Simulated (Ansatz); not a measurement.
Molecule: C3H2F5, net charge 0, doublet state. It need not be the lowest isomer of its formula. SMILES: FC(F)[CH]C(F)(F)F
Coordinates optimised at B3LYP-D3(BJ)/def2-TZVP (Ansatz, a quantum-chemistry and plane-wave program):
```xyz
10

F     -2.3256     0.4564     0.3389
C     -1.2784    -0.4159     0.4920
F     -1.7966    -1.6775     0.3727
C     -0.2777    -0.1868    -0.5770
C      1.0813     0.3186    -0.2662
F      1.0656     1.6333     0.0598
F      1.6254    -0.3306     0.7870
F      1.9092     0.1745    -1.3123
H     -0.8850    -0.3014     1.5023
H     -0.5695    -0.2992    -1.6109
```
Charge 0, spin multiplicity 2.

Property: atomisation energy (electronic, to ground-state atoms), in kJ/mol. Correlated levels leave the core frozen unless marked. UHF or UKS for open shells. No spin-orbit coupling. Non-relativistic. The coupled-cluster limit lacks core correlation, which all-electron functionals hold. CBS(X,Y): correlation extrapolated as X^-3; Hartree-Fock from the larger set. [CCSD(T)-MP2]/basis is that difference in the basis named.

```json
[
 {"level": "BLYP-D3(BJ)/def2-TZVPD", "program": "Ansatz + dftd3", "atomisation energy (kJ/mol)": "4053.2"},
 {"level": "PBE0/def2-TZVPD", "program": "Ansatz", "atomisation energy (kJ/mol)": "4062.0"},
 {"level": "r2SCAN0/def2-TZVPD", "program": "Ansatz", "atomisation energy (kJ/mol)": "3947.3"},
 {"level": "HSE06-D4/def2-TZVPD", "program": "Ansatz + dftd4", "atomisation energy (kJ/mol)": "4081.9"},
 {"level": "CCSD/cc-pVDZ", "program": "Ansatz", "atomisation energy (kJ/mol)": "?"},
 {"level": "CCSD(T) with core electrons/cc-pwCVTZ", "program": "Ansatz", "atomisation energy (kJ/mol)": "?"},
 {"level": "RI-MP2/CBS(cc-pVTZ,cc-pVQZ)+[CCSD(T)-MP2]/cc-pVTZ", "program": "Ansatz", "atomisation energy (kJ/mol)": "?"}
]
```

Task: Fill in the missing entries.

Result: 
- CCSD/cc-pVDZ, atomisation energy (kJ/mol): 3606.1
- CCSD(T) with core electrons/cc-pwCVTZ, atomisation energy (kJ/mol): 3927.6
- RI-MP2/CBS(cc-pVTZ,cc-pVQZ)+[CCSD(T)-MP2]/cc-pVTZ, atomisation energy (kJ/mol): 4026.4
